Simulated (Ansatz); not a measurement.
Z-matrix (Å, degrees):
```
C
N 1 1.450
C 1 1.495 2 112.1
H 1 1.096 2 110.6 3 122.4
H 1 1.094 2 107.0 3 -120.9
B 2 1.384 1 127.0 3 118.4
H 2 1.009 1 113.2 3 -59.7
C 3 1.325 1 124.2 2 121.5
H 3 1.088 1 115.7 2 -57.7
H 6 1.197 2 118.8 1 -179.1
H 6 1.198 2 118.8 1 1.0
H 8 1.084 3 121.8 1 179.8
H 8 1.086 3 121.3 1 0.3
```

The species carries charge 0 and has multiplicity 1.

Q: List the r2SCAN/def2-TZVPP orbital energies in eV (Ansatz 0.2.0). (An estimate is asked.)

A: The calculation gave: Occupied: -385.63, -274.13, -273.38, -273.14, -179.67, -23.79, -20.49, -17.61, -14.68, -13.91, -12.66, -11.39, -11.30, -10.24, -9.31, -9.07, -7.83, -7.21, -6.75. Lowest empty: -0.95, -0.26, 1.29, 1.97, 2.21, 2.47, 3.07, 3.42.
